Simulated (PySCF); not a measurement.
HBrF2OSi (SMILES O[Si](F)(F)Br), singlet, at a GFN2-xTB geometry, with bond 5-2 at 1.8 times its length; CASSCF(4,3)/STO-3G run with PySCF.

Here is a job for PySCF.
```python
from pyscf import gto, scf, mcscf
import numpy

mol = gto.M(
    atom='''
O     1.97333019    0.16169055   -0.10111551
Si    0.56308680   -0.40114586    0.37648420
F     0.36730525   -0.29039738    1.94675275
F     0.40962616   -1.95695985    0.10772477
Br   -2.17241467    1.59126806   -1.49203069
H     2.82002913   -0.15254392    0.20313458
''',
    basis='sto-3g',
    verbose=4,
)

mf = scf.RHF(mol)
mf.kernel()
mc = mcscf.CASSCF(mf, 3, 4)
mc.fix_spin_(ss=0.0)
mc = mc.newton()
mc.kernel()
occ = numpy.linalg.eigvalsh(mc.fcisolver.make_rdm1(mc.ci, mc.ncas, mc.nelecas))[::-1]
ss = mc.fcisolver.spin_square(mc.ci, mc.ncas, mc.nelecas)[0]
print('natural occupations', occ.round(4), ' <S^2>', round(ss, 4))
```

The log (banner, timings and long lists left out):

```
PySCF version 2.14.0

[INPUT] verbose = 4
[INPUT] num. atoms = 6
[INPUT] num. electrons = 76
[INPUT] charge = 0
[INPUT] spin (= nelec alpha-beta = 2S) = 0
[INPUT] symmetry False subgroup None
[INPUT] Mole.unit = angstrom
[INPUT] Symbol           X                Y                Z      unit          X                Y                Z       unit  Magmom
[INPUT]  1 O      1.973330190000   0.161690550000  -0.101115510000 AA    3.729053612436   0.305550856430  -0.191080620846 Bohr   0.0
[INPUT]  2 Si     0.563086800000  -0.401145860000   0.376484200000 AA    1.064079836358  -0.758055811403   0.711452028226 Bohr   0.0
[INPUT]  3 F      0.367305250000  -0.290397380000   1.946752750000 AA    0.694106326615  -0.548771515491   3.678829529744 Bohr   0.0
[INPUT]  4 F      0.409626160000  -1.956959850000   0.107724770000 AA    0.774081255857  -3.698118153270   0.203570312132 Bohr   0.0
[INPUT]  5 Br    -2.172414670000   1.591268060000  -1.492030690000 AA   -4.105268755287   3.007060824168  -2.819529373546 Bohr   0.0
[INPUT]  6 H      2.820029130000  -0.152543920000   0.203134580000 AA    5.329082718995  -0.288266230768   0.383868722629 Bohr   0.0

nuclear repulsion = 352.266849612602
number of shells = 23
number of NR pGTOs = 129
number of NR cGTOs = 43
basis = sto-3g
ecp = {}

******** <class 'pyscf.scf.hf.RHF'> ********
method = RHF
initial guess = minao
damping factor = 0
level_shift factor = 0
DIIS = <class 'pyscf.scf.diis.CDIIS'>
diis_start_cycle = 1
diis_space = 8
diis_damp = 0
SCF conv_tol = 1e-09
SCF conv_tol_grad = None
SCF max_cycles = 50
direct_scf = True
direct_scf_tol = 1e-13
Set gradient conv threshold to 3.16228e-05
Initial guess from minao.
init E= -3096.84403578716
  HOMO = -0.585193231062219  LUMO = -0.2339425365423  gap/eV = 9.55802
cycle= 1 E= -3100.41216707511  delta_E= -3.57  |g|= 0.565  |ddm|= 3.02
  HOMO = -0.0625245440816461  LUMO = -0.0597620711397896  gap/eV = 0.07517
cycle= 2 E= -3100.37728630959  delta_E= 0.0349  |g|= 0.422  |ddm|=  3.4
  HOMO = -0.181421656102977  LUMO = -0.00216974068537379  gap/eV = 4.87769
cycle= 3 E= -3100.5909043887  delta_E= -0.214  |g|= 0.131  |ddm|= 2.77
  HOMO = -0.150824164900026  LUMO = -0.00912118597440881  gap/eV = 3.85593
cycle= 4 E= -3100.6259643765  delta_E= -0.0351  |g|= 0.0239  |ddm|= 0.871
  HOMO = -0.182140369553947  LUMO = 0.0189839803462469  gap/eV = 5.47287
cycle= 5 E= -3100.62661713448  delta_E= -0.000653  |g|= 0.0076  |ddm|= 0.142
  HOMO = -0.178439707892405  LUMO = 0.013443472823112  gap/eV = 5.22141
cycle= 6 E= -3100.62668548209  delta_E= -6.83e-05  |g|= 0.00209  |ddm|= 0.0297
  HOMO = -0.178194000386329  LUMO = 0.013075270429872  gap/eV = 5.20470
cycle= 7 E= -3100.62669576344  delta_E= -1.03e-05  |g|= 0.000935  |ddm|= 0.0151
  HOMO = -0.178224064775151  LUMO = 0.0131504038168012  gap/eV = 5.20756
cycle= 8 E= -3100.62670009211  delta_E= -4.33e-06  |g|= 0.000688  |ddm|= 0.0099
  HOMO = -0.178213233477257  LUMO = 0.0131848074828165  gap/eV = 5.20821
cycle= 9 E= -3100.62670433854  delta_E= -4.25e-06  |g|= 0.000507  |ddm|= 0.0135
  HOMO = -0.178216921424638  LUMO = 0.0131707619105986  gap/eV = 5.20792
cycle= 10 E= -3100.62670771113  delta_E= -3.37e-06  |g|= 0.000289  |ddm|= 0.0193
  HOMO = -0.178256362809838  LUMO = 0.0131639914119215  gap/eV = 5.20881
cycle= 11 E= -3100.62670824044  delta_E= -5.29e-07  |g|= 4.11e-05  |ddm|= 0.00941
  HOMO = -0.178236408663817  LUMO = 0.0131526613251588  gap/eV = 5.20796
cycle= 12 E= -3100.62670824568  delta_E= -5.24e-09  |g|= 6.53e-06  |ddm|= 0.00107
  HOMO = -0.178234937301082  LUMO = 0.0131528420971028  gap/eV = 5.20793
cycle= 13 E= -3100.62670824578  delta_E= -1.05e-10  |g|= 8.77e-07  |ddm|= 0.000161
  HOMO = -0.178234704420676  LUMO = 0.0131529346521038  gap/eV = 5.20792
Extra cycle  E= -3100.62670824579  delta_E= -4.55e-12  |g|= 5.96e-07  |ddm|= 5.58e-06
converged SCF energy = -3100.62670824579

******** <class 'pyscf.mcscf.newton_casscf.CASSCF'> ********
CAS (2e+2e, 3o), ncore = 36, nvir = 4
max_cycle_macro = 50
max_cycle_micro = 10
conv_tol = 1e-07
conv_tol_grad = None
orbital rotation max_stepsize = 0.03
augmented hessian ah_max_cycle = 30
augmented hessian ah_conv_tol = 1e-12
augmented hessian ah_linear dependence = 1e-14
augmented hessian ah_level shift = 1e-08
augmented hessian ah_start_tol = 500
augmented hessian ah_start_cycle = 3
augmented hessian ah_grad_trust_region = 3
kf_trust_region = 3
kf_interval = 5
natorb = False
canonicalization = True
internal_rotation = False
******** <class 'pyscf.fci.addons.SpinPenaltyFCISolver'> ********
max. cycles = 50
conv_tol = 1e-08
davidson only = True
linear dependence = 1e-12
level shift = 0.001
max iter space = 12
nroots = 1
pspace_size = 400
spin = None

WARN: SO-CASSCF (Second order CASSCF) is an experimental feature. Its performance is bad for large systems.

CASCI E = -3100.72901943896  dE = -3100.729  S^2 = 0.0000000
Set conv_tol_grad to 0.000316228
macro 1 (20 JK  15 micro), CASSCF E = -3100.73399832425  dE = -0.004979  |grad|=0.0595  S^2 = 0.0000000
macro 2 (6 JK  2 micro), CASSCF E = -3100.73419994733  dE = -0.0002016  |grad|=0.0329  S^2 = 0.0000000
macro 3 (10 JK  6 micro), CASSCF E = -3100.73437957489  dE = -0.0001796  |grad|=0.0124  S^2 = 0.0000000
macro 4 (10 JK  6 micro), CASSCF E = -3100.73439117636  dE = -1.16e-05  |grad|=0.00143  S^2 = 0.0000000
macro 5 (11 JK  7 micro), CASSCF E = -3100.73439609756  dE = -4.921e-06  |grad|=0.00411  S^2 = 0.0000000
macro 6 (11 JK  7 micro), CASSCF E = -3100.73442858299  dE = -3.249e-05  |grad|=0.0246  S^2 = 0.0000000
macro 7 (11 JK  7 micro), CASSCF E = -3100.73447590312  dE = -4.732e-05  |grad|=0.0217  S^2 = 0.0000000
macro 8 (11 JK  7 micro), CASSCF E = -3100.72898346076  dE = 0.005492  |grad|=0.0488  S^2 = 0.0000000
macro 9 (11 JK  7 micro), CASSCF E = -3100.71144599722  dE = 0.01754  |grad|=0.345  S^2 = 0.0000000
macro 10 (17 JK  12 micro), CASSCF E = -3100.73373752023  dE = -0.02229  |grad|=0.299  S^2 = 0.0000000
macro 11 (20 JK  15 micro), CASSCF E = -3100.73440718267  dE = -0.0006697  |grad|=0.0579  S^2 = 0.0000000
macro 12 (11 JK  7 micro), CASSCF E = -3100.73446263423  dE = -5.545e-05  |grad|=0.0163  S^2 = 0.0000000
macro 13 (11 JK  7 micro), CASSCF E = -3100.73449347357  dE = -3.084e-05  |grad|=0.0166  S^2 = 0.0000000
macro 14 (14 JK  9 micro), CASSCF E = -3100.73449410512  dE = -6.315e-07  |grad|=0.013  S^2 = 0.0000000
macro 15 (11 JK  7 micro), CASSCF E = -3100.73452355594  dE = -2.945e-05  |grad|=0.00851  S^2 = 0.0000000
macro 16 (8 JK  4 micro), CASSCF E = -3100.73452986006  dE = -6.304e-06  |grad|=0.00367  S^2 = 0.0000000
macro 17 (6 JK  2 micro), CASSCF E = -3100.73453100029  dE = -1.14e-06  |grad|=0.00199  S^2 = 0.0000000
macro 18 (8 JK  4 micro), CASSCF E = -3100.73452736249  dE = 3.638e-06  |grad|=0.000833  S^2 = 0.0000000
macro 19 (6 JK  2 micro), CASSCF E = -3100.73453006058  dE = -2.698e-06  |grad|=0.00341  S^2 = 0.0000000
macro 20 (5 JK  1 micro), CASSCF E = -3100.73453006088  dE = -2.96e-10  |grad|=0.00341  S^2 = 0.0000000
macro 21 (5 JK  1 micro), CASSCF E = -3100.73453006093  dE = -4.729e-11  |grad|=0.00341  S^2 = 0.0000000
macro 22 (5 JK  1 micro), CASSCF E = -3100.73453006094  dE = -9.55e-12  |grad|=0.00341  S^2 = 0.0000000
macro 23 (5 JK  1 micro), CASSCF E = -3100.73453006094  dE = -2.274e-12  |grad|=0.00341  S^2 = 0.0000000
macro 24 (5 JK  1 micro), CASSCF E = -3100.73453006094  dE = 4.547e-13  |grad|=0.00341  S^2 = 0.0000000
macro 25 (5 JK  1 micro), CASSCF E = -3100.73453006094  dE = 0  |grad|=0.00341  S^2 = 0.0000000
macro 26 (5 JK  1 micro), CASSCF E = -3100.73453006094  dE = 0  |grad|=0.00341  S^2 = 0.0000000
macro 27 (5 JK  1 micro), CASSCF E = -3100.73453006094  dE = -4.547e-13  |grad|=0.00341  S^2 = 0.0000000
macro 28 (5 JK  1 micro), CASSCF E = -3100.73453006094  dE = 0  |grad|=0.00341  S^2 = 0.0000000
macro 29 (5 JK  1 micro), CASSCF E = -3100.73453006094  dE = 9.095e-13  |grad|=0.00341  S^2 = 0.0000000
macro 30 (5 JK  1 micro), CASSCF E = -3100.73453006094  dE = 0  |grad|=0.00341  S^2 = 0.0000000
macro 31 (5 JK  1 micro), CASSCF E = -3100.73453006094  dE = 0  |grad|=0.00341  S^2 = 0.0000000
macro 32 (5 JK  1 micro), CASSCF E = -3100.73453006094  dE = 9.095e-13  |grad|=0.00341  S^2 = 0.0000000
macro 33 (5 JK  1 micro), CASSCF E = -3100.73453006094  dE = 1.364e-12  |grad|=0.00341  S^2 = 0.0000000
macro 34 (5 JK  1 micro), CASSCF E = -3100.73453006094  dE = -9.095e-13  |grad|=0.00341  S^2 = 0.0000000
macro 35 (5 JK  1 micro), CASSCF E = -3100.73453006093  dE = 1.364e-12  |grad|=0.00341  S^2 = 0.0000000
macro 36 (5 JK  1 micro), CASSCF E = -3100.73453006094  dE = -1.819e-12  |grad|=0.00341  S^2 = 0.0000000
macro 37 (5 JK  1 micro), CASSCF E = -3100.73453006094  dE = 0  |grad|=0.00341  S^2 = 0.0000000
macro 38 (5 JK  1 micro), CASSCF E = -3100.73453006093  dE = 1.819e-12  |grad|=0.00341  S^2 = 0.0000000
macro 39 (5 JK  1 micro), CASSCF E = -3100.73453006093  dE = 9.095e-13  |grad|=0.00341  S^2 = 0.0000000
macro 40 (5 JK  1 micro), CASSCF E = -3100.73453006094  dE = -1.819e-12  |grad|=0.00341  S^2 = 0.0000000
macro 41 (5 JK  1 micro), CASSCF E = -3100.73453006094  dE = 4.547e-13  |grad|=0.00341  S^2 = 0.0000000
macro 42 (5 JK  1 micro), CASSCF E = -3100.73453006093  dE = 4.547e-13  |grad|=0.00341  S^2 = 0.0000000
macro 43 (5 JK  1 micro), CASSCF E = -3100.73453006093  dE = 4.547e-13  |grad|=0.00341  S^2 = 0.0000000
macro 44 (5 JK  1 micro), CASSCF E = -3100.73453006093  dE = -4.547e-13  |grad|=0.00341  S^2 = 0.0000000
macro 45 (5 JK  1 micro), CASSCF E = -3100.73453006093  dE = 0  |grad|=0.00341  S^2 = 0.0000000
macro 46 (5 JK  1 micro), CASSCF E = -3100.73453006094  dE = -4.547e-13  |grad|=0.00341  S^2 = 0.0000000
macro 47 (5 JK  1 micro), CASSCF E = -3100.73453006093  dE = 4.547e-13  |grad|=0.00341  S^2 = 0.0000000
macro 48 (5 JK  1 micro), CASSCF E = -3100.73453006093  dE = 9.095e-13  |grad|=0.00341  S^2 = 0.0000000
macro 49 (5 JK  1 micro), CASSCF E = -3100.73453006093  dE = 0  |grad|=0.00341  S^2 = 0.0000000
macro 50 (5 JK  1 micro), CASSCF E = -3100.73453006093  dE = 0  |grad|=0.00341  S^2 = 0.0000000
newton CASSCF not converged, 50 macro (104 KF 264 Hx) steps
CASSCF canonicalization
Density matrix diagonal elements [1.99524271 1.23727976 0.76747753]
CASSCF energy = -3100.73453006093
CASCI E = -3100.73453006093  E(CI) = -3.38394145202346  S^2 = 0.0000000
natural occupations [1.9997 1.2493 0.7509]  <S^2> 0.0
```

The run did not converge; its last values are not results.
